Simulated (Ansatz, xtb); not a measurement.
# Two isomers of C5H9BrO

We compare a, `C[C@@H]1OCC[C@H]1Br`, a singlet, with b, `C[C@@H]1OCC[C@@H]1Br`, a singlet. Both are isolated molecules in the gas phase, relaxed with PBE0-D3(BJ)/def2-SVP, each in the lowest conformer that the search found.

Quicker runs give these differences E(b) − E(a): GFN2-xTB +0.045 eV; HF/STO-3G +0.104 eV (at GFN2-xTB geometries); r2SCAN-D4/def2-SVP +0.016 eV (at GFN2-xTB geometries).

Problem. Estimate E(b) − E(a) at the level CCSD(T)/def2-SVP + ΔMP2/def2-TZVPP.

Solution. CCSD(T)/def2-SVP + ΔMP2/def2-TZVPP gives E(b) − E(a) = +0.018 eV, slightly favouring structure a, which is too small a margin to settle the true order.

Level by level:

| level | geometry | E(b) − E(a) (eV) | departure from the last row (eV) | job, with rough time for the two |
| --- | --- | --- | --- | --- |
| GFN2-xTB | GFN2-xTB | +0.045 | +0.026 | optimisation, 0.32 s |
| HF/STO-3G | GFN2-xTB | +0.104 | +0.085 | single point, 1.6 s |
| r2SCAN-D4/def2-SVP | GFN2-xTB | +0.016 | −0.002 | single point, 17 s |
| PBE0-D3(BJ)/def2-SVP | PBE0-D3(BJ)/def2-SVP | +0.004 | −0.014 | optimisation, 4.2 min |
| HF/def2-SVP | PBE0-D3(BJ)/def2-SVP | +0.048 | +0.030 | part of the CCSD(T) run |
| MP2/def2-SVP | PBE0-D3(BJ)/def2-SVP | +0.007 | −0.012 | part of the CCSD(T) run |
| CCSD(T)/def2-SVP | PBE0-D3(BJ)/def2-SVP | +0.012 | −0.007 | single point |
| CCSD(T)/def2-SVP + ΔMP2/def2-TZVPP | PBE0-D3(BJ)/def2-SVP | +0.018 |  | single point, 9.4 min |

As drawn, both hold the same kinds of bond in the same numbers.

The largest departure from CCSD(T)/def2-SVP + ΔMP2/def2-TZVPP is that of HF/STO-3G, 0.085 eV. The last row adds to CCSD(T) the change of the MP2 difference between the two basis sets, here +0.007 eV.

With thermal terms from frequencies at re-optimised GFN2-xTB minima (ideal gas, soft modes damped towards free rotors, one conformer each, 298.15 K, 1 atm): the zero-point term adds −0.003 eV; ΔH is +0.010 and ΔG +0.027 eV.

The correlated steps freeze 15 core orbitals; the filled d shell of Br is correlated, in a basis made for valence electrons. Codes used: Ansatz 0.2.0, xtb 6.7.1; the last row on 2 threads of Arm Neoverse N1 on a shared host.
